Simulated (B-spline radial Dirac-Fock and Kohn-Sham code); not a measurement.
# Satellites and hypersatellites of the K lines of Zn⁺

System: Zn⁺ in the configuration [Ar] 3d10 4s1.

The run's input, task.json:

```json
{"items": [{
  "Z": 30,
  "q": 1,
  "cfg": [[1, 0, 2], [2, 0, 2], [2, 1, 6], [3, 0, 2], [3, 1, 6], [3, 2, 10], [4, 0, 1]],
  "A": 64,
  "rrms": 3.9283,
  "do": ["binding", "quiet", "double"]
}]}
```

Run with: `python xray_run.py task.json out`

Level of theory: Dirac-Fock energy differences between relaxed states, corrected for Breit and QED terms; a B-spline atomic structure program. Each two-hole energy is an average over J within one jj subconfiguration, not an observable level; in light atoms, where LS coupling holds, the j-resolved values are not observed lines, and for a K spectator the Kα1 hypersatellite is nearly forbidden. The model has no electron correlation.

Lines without a spectator: Kα2 (K-L2) 8614.9 eV, Kα1 (K-L3) 8638.2 eV, Kβ3 (K-M2) 9566.6 eV, Kβ1 (K-M3) 9569.6 eV. Shifts in eV with one spectator hole (a dash: not computed, or left out as unreliable):

```
spectator hole    Kα2    Kα1    Kβ3    Kβ1
    L2 (2p1/2)  +30.7  +37.6      –  +81.5
    L3 (2p3/2)  +34.3  +33.0  +77.9      –
    M2 (3p1/2)      –  +2.83  +5.05  +6.86
    M3 (3p3/2)  +2.52      –  +6.33  +5.86
    M4 (3d3/2)  -0.12  -1.02      –      –
    M5 (3d5/2)  -1.10  -0.52      –      –
```

Question: Where does the K-L3 hypersatellite lie, emitted when both K electrons are missing?

Answer: +322.4 eV from the normal line, at 8960.6 eV. Removing both K electrons costs 19780.7 eV, which is 426.2 eV more than twice the K binding energy. In light atoms the observed hypersatellite is the ¹S₀ → ¹P₁ component, which lies below this average, and the triplet component is nearly forbidden.

With n spectator holes in 2p, averaged over the 2p shell (energies in eV):

| n | KαLⁿ | step | hypersatellite KαʰLⁿ |
| --- | --- | --- | --- |
| 0 | 8630.4 | – | 8951.7 |
| 1 | 8664.9 | +34.5 | 8987.3 |
| 2 | 8700.3 | +35.4 | 9023.9 |
| 3 | 8736.7 | +36.4 | 9061.5 |
| 4 | 8774.2 | +37.5 | 9100.2 |
| 5 | 8812.7 | +38.5 | 9139.9 |
